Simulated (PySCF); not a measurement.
## NMR parameters of B(NH2)3

B(NH2)3, BH6N3, point group C1.

Cartesian coordinates in Å; atom numbers follow the order of the lines, from 1:
```xyz
10

B    -0.002   -0.001   -0.001
N     1.424   -0.030   -0.077
H     1.963   -0.878    0.008
H     1.991    0.803   -0.113
N    -0.700    1.246   -0.090
H    -1.684    1.318    0.123
H    -0.223    2.132   -0.022
N    -0.737   -1.220    0.162
H    -0.300   -2.118    0.013
H    -1.732   -1.252   -0.004
```

GIAO calculations in PySCF on the PBE0-D3(BJ)/def2-SVP structure: isolated species, non-relativistic, equivalent atoms averaged; basis pcSseg-1.

Question: Give the isotropic shieldings (ppm) with B3LYP, PBE0.

Answer: 
```
             atoms                         environment  B3LYP   PBE0
          N2/N5/N8           nitrogen bonded to B, 2 H  222.8  225.4
                B1                 boron bonded to 3 N   75.4   78.9
H3/H4/H6/H7/H9/H10  hydrogen on a nitrogen bonded to B  30.57  30.38
HOMO–LUMO gap (eV)                                   –   7.16   7.83
```

Question: And the chemical shifts, against references computed in the same way?

Answer: 
```
             atoms  nucleus, reference  B3LYP  PBE0
          N2/N5/N8            ¹⁵N, NH3   40.7  40.3
                B1       ¹¹B, BF3·OEt2   22.4  21.8
H3/H4/H6/H7/H9/H10             ¹H, TMS   0.81  0.88
```

Question: Which part of the shielding of N2/N5/N8 depends on the functional?

Answer: Diamagnetic: B3LYP 316, PBE0 317 ppm; paramagnetic: B3LYP -93, PBE0 -91 ppm.

Question: What couplings does B3LYP/pcJ-1 (spin–dipole term only in couplings to heteroatoms) give?

Answer: ¹J(N2,H3) = -84.3, ¹J(B1,N2) = -36.0, ²J(H3,H4) = -3.1, ²J(N2,N5) = 2.3, ³J(N2,H6) = -2.6 Hz (averaged over equivalent pairs; isotopes ¹⁵N, ¹H, ¹¹B).

Experimental scales use liquid or dissolved standards, which lie at an offset from isolated NH3 (liquid NH3: subtract about 20 ppm).
